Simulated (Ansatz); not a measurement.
One change: `C[N]([GeH3])[SiH2]F` becomes `CN([SiH3])[SiH2]F`.

Ansatz, PBE0-D4/def2-TZVP geometries, multiplicity 1. Each molecule was computed in one conformer, which needn't be the lowest.

Scalar relativity is left out up to krypton.

```csv
property,`C[N]([GeH3])[SiH2]F`
HOMO–LUMO gap (B3LYP/def2-TZVPP) / eV,7.14
HOMO–LUMO gap (PBE0/def2-TZVPP) / eV,7.59
size of the dipole moment (PBE/def2-TZVPP) / D,1.90
HOMO–LUMO gap (PBE/def2-TZVPP) / eV,5.43
HOMO energy (PBE/def2-TZVPP) / eV,-6.02
HOMO–LUMO gap (ωB97M-V/def2-TZVPP) / eV,11.59
```

(1) What does the change do to each property? (Best estimate.)

Results:

(1) Ansatz gave: 
```tsv
property	`CN([SiH3])[SiH2]F`	shift
HOMO–LUMO gap (B3LYP/def2-TZVPP) / eV	7.37	0.23
HOMO–LUMO gap (PBE0/def2-TZVPP) / eV	7.79	0.20
size of the dipole moment (PBE/def2-TZVPP) / D	1.65	-0.25
HOMO–LUMO gap (PBE/def2-TZVPP) / eV	5.62	0.19
HOMO energy (PBE/def2-TZVPP) / eV	-6.27	-0.25
HOMO–LUMO gap (ωB97M-V/def2-TZVPP) / eV	11.77	0.18
```

Dipoles are sizes alone; their direction can turn.

B3LYP here is the variant with VWN-RPA as its local correlation; programs differ in this.
